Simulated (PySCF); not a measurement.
Selenium: a sound run and one with changed settings

Sound run: Se⁺ [Ar] 3d10 4s2 4p3, Se²⁺ [Ar] 3d10 4s2 4p2. All numbers are calculated (PySCF 2.14, scalar relativity by spin-free X2C-1e, in Sapporo-DKH3-DZP-2012 (6s5p3d1f, 43 functions)). In the sound run the correlated levels freeze [Ar] 3d10. The sound run starts from symmetry-adapted Hartree-Fock orbitals and uses a fine grid where one is needed.

A second run was set up differently.

| species | method | sound run (hartree) | changed run (hartree) | converged |
| --- | --- | --- | --- | --- |
| Se⁺ | MP2 | -2427.75699 | -2427.71250 | yes |
| Se⁺ | CCSD(T) | -2427.77246 | -2427.71730 | yes |
| Se²⁺ | MP2 | -2426.97497 | -2426.93527 | yes |
| Se²⁺ | CCSD(T) | -2426.99186 | -2426.93722 | yes |

Ionisation energy of Se⁺:

```
 method  sound run (eV)  changed run (eV)
    UHF          20.894            20.894
    MP2          21.280            21.150
SCS-MP2          21.154            20.979
   CCSD          21.236            21.227
CCSD(T)          21.241            21.227
```

(1) What was changed?
A. level shift left on
B. all electrons correlated in a valence basis
C. a valence shell is frozen
D. minimal basis

Results:

(1) C. Freezing a valence shell removes pair correlation that changes on ionisation.
